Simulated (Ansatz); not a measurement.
Compare A (`C=C=C[SeH]`) with its isomer B (`C=C1C[Se]1`).

Computed with Ansatz on PBE0-D4/def2-TZVP structures; ΔE is electronic, products minus reactants. CCSD(T)/CBS is the MP2 limit (def2-TZVPP, def2-QZVPP) plus CCSD(T) − MP2 in def2-TZVPP, frozen cores. Functionals use def2-TZVPP. B3LYP here is the variant with VWN-RPA as its local correlation; programs differ in this. For Se outer-core shells are correlated without core-valence functions, which leaves a few kJ/mol of doubt a bond. Scalar relativity is left out up to krypton. One conformer a species, not always the lowest.

A:

```xyz
8

C    -1.6687    0.1332   -0.6339
C    -0.5358    0.0377   -0.0039
C     0.5999   -0.0443    0.6185
Se    2.2403    0.4710   -0.2150
H    -2.0923   -0.7175   -1.1586
H    -2.2263    1.0644   -0.6533
H     0.6563   -0.3263    1.6638
H     3.0266   -0.6182    0.3826
```

B:

Z-matrix (Å, degrees):
```
C
C 1 1.443
Se 1 1.989 2 64.4
H 1 1.085 2 119.0 3 104.6
H 1 1.085 2 119.0 3 -104.6
C 2 1.316 1 145.3 3 -180.0
H 6 1.082 2 121.8 1 -180.0
H 6 1.085 2 119.9 1 0.0
```

Q: Which is lower in electronic energy at CCSD(T)/CBS, and by how much? (Best estimate.)

A: Computed: B, by 42.9 kJ/mol.

Q: Give E(B) − E(A) in kJ/mol with MP2/def2-TZVPP, B3LYP-D4, ωB97M-V, CCSD(T)/def2-SVP, PBE0-D4, CCSD(T)/def2-TZVPP, PBE-D4. (Estimate.)

A: Computed: MP2/def2-TZVPP -55.5, B3LYP-D4 -28.8, ωB97M-V -35.5, CCSD(T)/def2-SVP -31.4, PBE0-D4 -45.5, CCSD(T)/def2-TZVPP -38.9, PBE-D4 -43.1. None reverses the order clearly.

Q: Does the order hold for the free energy at 298.15 K (harmonic terms from PBE0-D4)? (An estimate is asked.)

A: Ansatz gave: Yes: G(B) − G(A) = -27.5 kJ/mol, for one conformer each.

Largest T1 diagnostic: 0.011.

Leaving LDA and LC-ωPBE aside and taking each functional with its dispersion term where it has one, the values, not all of them listed here, spread over 25.5 kJ/mol, from PBE-QIDH to BLYP-D4. LDA lies −7.2 kJ/mol from PBE without D4. In def2-TZVPP, CCSD(T) changes the Hartree–Fock value by −23.3 kJ/mol (the triples alone add −3.7 kJ/mol) and MP2 by −39.8 kJ/mol.
